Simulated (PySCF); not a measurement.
# Working out the ionisation energy of Co

Co [Ar] 3d7 4s2 (4F) → Co⁺ [Ar] 3d8 (3F). Computed with PySCF 2.14 in aug-cc-pVDZ-DK, with the spin-free X2C one-electron Hamiltonian (Gaussian nucleus). Frozen: [Ar]. Energies in hartree (1 hartree = 27.21139 eV):

```tsv
part	Co (lower)	Co⁺ (upper)
UHF	-1391.879283	-1391.575160
CCSD correlation	-0.223544	-0.228138
(T)	-0.006909	-0.005972
```

Task: What does Hartree-Fock give?

Result: (-1391.575160) − (-1391.879283) = 0.304123 hartree = 8.276 eV.

Task: What do CCSD and CCSD(T) give?

Result: The CCSD correlation energies differ by -0.004594 hartree = -0.125 eV and the triples by 0.000937 hartree = 0.025 eV, so CCSD gives 8.151 eV and CCSD(T) 8.176 eV.

Measured between the centres of the two terms (NIST): 7.869 eV, so CCSD(T) (valence) is off by 0.307 eV.

A double-zeta basis recovers only part of the correlation energy.

What remains against the reference includes basis incompleteness, the frozen core and higher excitations.
